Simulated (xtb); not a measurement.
selenium hexafluoride (F6Se), singlet, at a GFN2-xTB geometry; GFN2-xTB (xtb).

xtb was given this input:
```
$ xtb mol.xyz --gfn 2 --chrg 0 --uhf 0 --json

# file mol.xyz
7

F      0.97227429    -1.31989934    -0.49748921
Se    -0.00000000     0.00000000     0.00000000
F      1.22973411     1.08914258    -0.48628133
F     -1.22973411    -1.08914258     0.48628133
F     -0.69092966     0.08112488    -1.56556125
F      0.69092966    -0.08112488     1.56556125
F     -0.97227429     1.31989934     0.49748921
```

What the program printed (banner, timings and long lists left out):

```
   ID    Z sym.   atoms
    1    9 F      1, 3-7
    2   34 Se     2

           -------------------------------------------------
          |                Calculation Setup                |
           -------------------------------------------------

           -------------------------------------------------
          |                 G F N 2 - x T B                 |
           -------------------------------------------------

          ...................................................
          :                      SETUP                      :
          :.................................................:
          :  # basis functions                  34          :
          :  # atomic orbitals                  33          :
          :  # shells                           15          :
          :  # electrons                        48          :
          :  max. iterations                   250          :
          :  Hamiltonian                  GFN2-xTB          :
          :  restarted?                      false          :
          :  GBSA solvation                  false          :
          :  PC potential                    false          :
          :  electronic temp.          300.0000000     K    :
          :  accuracy                    1.0000000          :
          :  -> integral cutoff          0.2500000E+02      :
          :  -> integral neglect         0.1000000E-07      :
          :  -> SCF convergence          0.1000000E-05 Eh   :
          :  -> wf. convergence          0.1000000E-03 e    :
          :  Broyden damping             0.4000000          :
          :  net charge                          0          :
          :  unpaired electrons                  0          :
          ...................................................

 iter      E             dE          RMSdq      gap      omega  full diag
   1    -31.4024429 -0.314024E+02  0.962E+00    8.46       0.0  T
   2    -31.5262545 -0.123812E+00  0.430E+00    8.24       1.0  T
   3    -31.5440109 -0.177564E-01  0.178E+00    8.13       1.0  T
   4    -31.5303852  0.136257E-01  0.246E+00    8.12       1.0  T
   5    -31.5468388 -0.164536E-01  0.434E-01    8.10       1.0  T
   6    -31.5467585  0.803399E-04  0.476E-01    8.10       1.0  T
   7    -31.5472586 -0.500188E-03  0.234E-01    8.10       1.0  T
   8    -31.5474183 -0.159622E-03  0.136E-03    8.09      27.9  T
   9    -31.5474182  0.281800E-07  0.339E-03    8.09      11.2  T
  10    -31.5474183 -0.308553E-07  0.131E-04    8.09     289.3  T
  11    -31.5474183 -0.372999E-10  0.469E-05    8.09     805.8  T

   *** convergence criteria satisfied after 11 iterations ***

         :::::::::::::::::::::::::::::::::::::::::::::::::::::
         ::                     SUMMARY                     ::
         :::::::::::::::::::::::::::::::::::::::::::::::::::::
         :: total energy             -31.532063887899 Eh    ::
         :: gradient norm              0.000009200331 Eh/a0 ::
         :: HOMO-LUMO gap              8.092224945314 eV    ::
         ::.................................................::
         :: SCC energy               -31.547417458008 Eh    ::
         :: -> isotropic ES            0.123733025789 Eh    ::
         :: -> anisotropic ES         -0.000851032290 Eh    ::
         :: -> anisotropic XC         -0.024157551355 Eh    ::
         :: -> dispersion             -0.004497160765 Eh    ::
         :: repulsion energy           0.015353570109 Eh    ::
         :: add. restraining           0.000000000000 Eh    ::
         :: total charge              -0.000000000000 e     ::
         :::::::::::::::::::::::::::::::::::::::::::::::::::::

           -------------------------------------------------
          |                Property Printout                |
           -------------------------------------------------

    * Orbital Energies and Occupations

         #    Occupation            Energy/Eh            Energy/eV
      -------------------------------------------------------------
         1        2.0000           -0.9224074             -25.1000
       ...           ...                  ...                  ...
        12        2.0000           -0.6105890             -16.6150
        13        2.0000           -0.6105890             -16.6150
        14        2.0000           -0.5902582             -16.0617
        15        2.0000           -0.5902582             -16.0617
        16        2.0000           -0.5902582             -16.0617
        17        2.0000           -0.5860804             -15.9481
        18        2.0000           -0.5860804             -15.9481
        19        2.0000           -0.5860804             -15.9481
        20        2.0000           -0.5853788             -15.9290
        21        2.0000           -0.5853788             -15.9290
        22        2.0000           -0.5845015             -15.9051
        23        2.0000           -0.5845015             -15.9051
        24        2.0000           -0.5845015             -15.9051 (HOMO)
        25                         -0.2871177              -7.8129 (LUMO)
        26                         -0.0465609              -1.2670
        27                         -0.0465609              -1.2670
        28                         -0.0465609              -1.2670
        29                          0.2227297               6.0608
        30                          0.2227297               6.0608
        31                          0.2227297               6.0608
        32                          2.1563836              58.6782
        33                          2.1563836              58.6782
      -------------------------------------------------------------
                  HL-Gap            0.2973838 Eh            8.0922 eV
             Fermi-level           -0.4358096 Eh          -11.8590 eV

     #   Z          covCN         q      C6AA      α(0)
     1   9 F        0.783    -0.203    11.270     3.965
     2  34 Se       4.698     1.220   199.000    24.581
     3   9 F        0.783    -0.203    11.270     3.965
     4   9 F        0.783    -0.203    11.270     3.965
     5   9 F        0.783    -0.203    11.270     3.965
     6   9 F        0.783    -0.203    11.270     3.965
     7   9 F        0.783    -0.203    11.270     3.965

 Mol. C6AA /au·bohr⁶  :       1135.594134
 Mol. C8AA /au·bohr⁸  :      39625.527547
 Mol. α(0) /au        :         48.372969

Wiberg/Mayer (AO) data.
largest (>0.10) Wiberg bond orders for each atom

 ---------------------------------------------------------------------------
     #   Z sym  total        # sym  WBO       # sym  WBO       # sym  WBO
 ---------------------------------------------------------------------------
     1   9 F    1.207 --     2 Se   0.928
     2  34 Se   5.568 --     6 F    0.928     5 F    0.928     3 F    0.928
                             4 F    0.928     7 F    0.928     1 F    0.928
     3   9 F    1.207 --     2 Se   0.928
     4   9 F    1.207 --     2 Se   0.928
     5   9 F    1.207 --     2 Se   0.928
     6   9 F    1.207 --     2 Se   0.928
     7   9 F    1.207 --     2 Se   0.928
 ---------------------------------------------------------------------------

Topologies differ in total number of bonds
Writing topology from bond orders to xtbtopo.mol

molecular dipole:
                 x           y           z       tot (Debye)
 q only:        0.000       0.000      -0.000
   full:        0.000      -0.000      -0.000       0.000
molecular quadrupole (traceless):
                xx          xy          yy          xz          yz          zz
 q only:        0.000       0.000      -0.000       0.000      -0.000       0.000
  q+dip:        0.000      -0.000      -0.000       0.000      -0.000       0.000
   full:        0.000      -0.000      -0.000       0.000      -0.000       0.000

           -------------------------------------------------
          | TOTAL ENERGY              -31.532063887899 Eh   |
          | GRADIENT NORM               0.000009200331 Eh/α |
          | HOMO-LUMO GAP               8.092224945314 eV   |
           -------------------------------------------------

normal termination of xtb
```
